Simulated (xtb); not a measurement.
xtb input (GFN1-xTB):

```bash
xtb mol.xyz --gfn 1 --sp --chrg 1 --uhf 0
```
mol.xyz:
```
3

Sb     0.94231174     0.49195114     0.30319642
I     -0.81515853     1.29109562    -1.50039892
I     -0.09159427    -1.76448257     1.20864387
```

Output:

```
           -------------------------------------------------
          |                Calculation Setup                |
           -------------------------------------------------

           -------------------------------------------------
          |                 G F N 1 - x T B                 |
           -------------------------------------------------

        Reference                      10.1021/acs.jctc.7b00118
      * Hamiltonian:
        H0-scaling (s, p, d)           1.850000    2.250000    2.000000
        zeta-weighting                 0.000000
      * Dispersion:
        s8                             2.400000
        a1                             0.630000
        a2                             5.000000
        s9                             0.000000
      * Repulsion:
        kExp                           1.500000
        rExp                           1.000000
      * Coulomb:
        alpha                          2.000000
        third order                    atomic
        anisotropic                    false
      * Halogen bond correction:
        rad-scale                      1.300000
        damping                        0.440000

          ...................................................
          :                      SETUP                      :
          :.................................................:
          :  # basis functions                  30          :
          :  # atomic orbitals                  27          :
          :  # shells                            9          :
          :  # electrons                        18          :
          :  # halogen bonds                     0          :
          :  max. iterations                   250          :
          :  Hamiltonian                  GFN1-xTB          :
          :  restarted?                      false          :
          :  GBSA solvation                  false          :
          :  PC potential                    false          :
          :  electronic temp.          300.0000000     K    :
          :  accuracy                    1.0000000          :
          :  -> integral cutoff          0.2500000E+02      :
          :  -> integral neglect         0.1000000E-07      :
          :  -> SCF convergence          0.1000000E-05 Eh   :
          :  -> wf. convergence          0.2000000E-04 e    :
          :  Broyden damping             0.4000000          :
          :  net charge                          1          :
          :  unpaired electrons                  0          :
          ...................................................

 iter      E             dE          RMSdq      gap      omega  full diag
   1    -10.0407559 -0.100408E+02  0.692E+00    2.61       0.0  T
   2     -9.9482583  0.924976E-01  0.494E+00    1.31       1.0  T
   3     -9.9731748 -0.249165E-01  0.596E+00    3.13       1.0  T
   4    -10.0639188 -0.907441E-01  0.871E-01    2.27       1.0  T
   5    -10.0665433 -0.262447E-02  0.215E-01    2.15       1.0  T
   6    -10.0666908 -0.147441E-03  0.536E-02    2.12       1.1  T
   7    -10.0667010 -0.102166E-04  0.385E-04    2.11     149.9  T
   8    -10.0667010 -0.528146E-09  0.128E-05    2.11    4503.9  T
   9    -10.0667010 -0.431655E-12  0.296E-06    2.11   19495.1  T

   *** convergence criteria satisfied after 9 iterations ***

         #    Occupation            Energy/Eh            Energy/eV
      -------------------------------------------------------------
         1        2.0000           -1.1408899             -31.0452
       ...           ...                  ...                  ...
         3        2.0000           -1.1126737             -30.2774
         4        2.0000           -0.7265331             -19.7700
         5        2.0000           -0.7107593             -19.3407
         6        2.0000           -0.6947129             -18.9041
         7        2.0000           -0.6813164             -18.5396
         8        2.0000           -0.6754797             -18.3807
         9        2.0000           -0.6645761             -18.0840 (HOMO)
        10                         -0.5868871             -15.9700 (LUMO)
        11                         -0.4872702             -13.2593
        12                         -0.4640464             -12.6273
        13                         -0.3550609              -9.6617
        14                         -0.3482223              -9.4756
       ...                                ...                  ...
        27                          0.1440900               3.9209
      -------------------------------------------------------------
                  HL-Gap            0.0776890 Eh            2.1140 eV
             Fermi-level           -0.6257316 Eh          -17.0270 eV

 SCC (total)                   0 d,  0 h,  0 min,  0.003 sec
 SCC setup                      ...        0 min,  0.000 sec (  1.997%)
 Dispersion                     ...        0 min,  0.000 sec (  0.710%)
 classical contributions        ...        0 min,  0.000 sec (  0.519%)
 integral evaluation            ...        0 min,  0.001 sec ( 28.113%)
 iterations                     ...        0 min,  0.001 sec ( 32.126%)
 molecular gradient             ...        0 min,  0.001 sec ( 34.006%)
 printout                       ...        0 min,  0.000 sec (  2.370%)

         :::::::::::::::::::::::::::::::::::::::::::::::::::::
         ::                     SUMMARY                     ::
         :::::::::::::::::::::::::::::::::::::::::::::::::::::
         :: total energy             -10.045764014677 Eh    ::
         :: gradient norm              0.006827195147 Eh/a0 ::
         :: HOMO-LUMO gap              2.114024789606 eV    ::
         ::.................................................::
         :: SCC energy               -10.066700981408 Eh    ::
         :: -> electrostatic           0.147880414301 Eh    ::
         :: repulsion energy           0.022559361933 Eh    ::
         :: dispersion energy         -0.001622395202 Eh    ::
         :: halogen bond corr.         0.000000000000 Eh    ::
         :: add. restraining           0.000000000000 Eh    ::
         :: total charge               1.000000000000 e     ::
         :::::::::::::::::::::::::::::::::::::::::::::::::::::

           -------------------------------------------------
          |                Property Printout                |
           -------------------------------------------------

    * Orbital Energies and Occupations

         #    Occupation            Energy/Eh            Energy/eV
      -------------------------------------------------------------
         1        2.0000           -1.1408899             -31.0452
         2        2.0000           -1.1304855             -30.7621
         3        2.0000           -1.1126737             -30.2774
         4        2.0000           -0.7265331             -19.7700
         5        2.0000           -0.7107593             -19.3407
         6        2.0000           -0.6947129             -18.9041
         7        2.0000           -0.6813164             -18.5396
         8        2.0000           -0.6754797             -18.3807
         9        2.0000           -0.6645761             -18.0840 (HOMO)
        10                         -0.5868871             -15.9700 (LUMO)
        11                         -0.4872702             -13.2593
        12                         -0.4640464             -12.6273
        13                         -0.3550609              -9.6617
        14                         -0.3482223              -9.4756
        15                         -0.3415598              -9.2943
        16                         -0.3112140              -8.4686
        17                         -0.3105363              -8.4501
Note: The following floating-point exceptions are signalling: IEEE_DENORMAL
normal termination of xtb
        18                         -0.3030839              -8.2473
        19                         -0.2952926              -8.0353
        20                         -0.2903533              -7.9009
       ...                                ...                  ...
        27                          0.1440900               3.9209
      -------------------------------------------------------------
                  HL-Gap            0.0776890 Eh            2.1140 eV
             Fermi-level           -0.6257316 Eh          -17.0270 eV

  Mulliken/CM5 charges         n(s)   n(p)   n(d)
     1Sb    0.50011  0.45834   2.007  1.926  0.567
     2I     0.24994  0.27083   2.022  4.752 -0.024
     3I     0.24994  0.27083   2.022  4.752 -0.024

Wiberg/Mayer (AO) data.
largest (>0.10) Wiberg bond orders for each atom

 ---------------------------------------------------------------------------
     #   Z sym  total        # sym  WBO       # sym  WBO       # sym  WBO
 ---------------------------------------------------------------------------
     1  51 Sb   3.373 --     3 I    1.687     2 I    1.687
     2  53 I    1.760 --     1 Sb   1.687
     3  53 I    1.760 --     1 Sb   1.687
 ---------------------------------------------------------------------------

Topologies differ in total number of bonds
Writing topology from bond orders to xtbtopo.mol

 dipole moment from electron density (au)
     X       Y       Z
   1.6747   0.8743   0.5388  total (Debye):    4.993

           -------------------------------------------------
          | TOTAL ENERGY              -10.045764014677 Eh   |
          | GRADIENT NORM               0.006827195147 Eh/α |
          | HOMO-LUMO GAP               2.114024789606 eV   |
           -------------------------------------------------

------------------------------------------------------------------------
------------------------------------------------------------------------
 total:
 SCF:
```

It need not be the lowest isomer of its formula.
